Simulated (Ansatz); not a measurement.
[In(CN)H3]- (CH₃InN⁻). The state is a singlet with charge -1. Geometry r2SCAN-D4/def2-TZVPD, basis def2-TZVPD, Ansatz.

| run | HOMO (eV) | LUMO (eV) |
| --- | --- | --- |
| A | -5.87 | 3.98 |
| B | -2.01 | 2.90 |
| C | -2.77 | 3.03 |
| D | -2.30 | 3.57 |
| E | -2.39 | 2.94 |
| F | -3.17 | 3.25 |

In the def2 sets In takes a core potential; there is no spin–orbit coupling. LC-ωPBE has ω = 0.4 bohr⁻¹. HSE06 is defined as in plane-wave codes, on full-range PBE exchange.

Task: The runs used B97M-V, HSE06, LC-ωPBE, PBE, PBE0, r2SCAN. Estimate which is which.

Result: A LC-ωPBE (range-separated); B PBE (0 % exact exchange); C HSE06 (range-separated); D r2SCAN (0 % exact exchange); E B97M-V (0 % exact exchange); F PBE0 (25 % exact exchange). Exact exchange lowers occupied and raises empty levels; among semilocal functionals meta-GGAs tend to open the gap a little, and such runs are hard to tell apart. The gap grows from 4.92 eV (PBE) to 9.85 eV (LC-ωPBE).
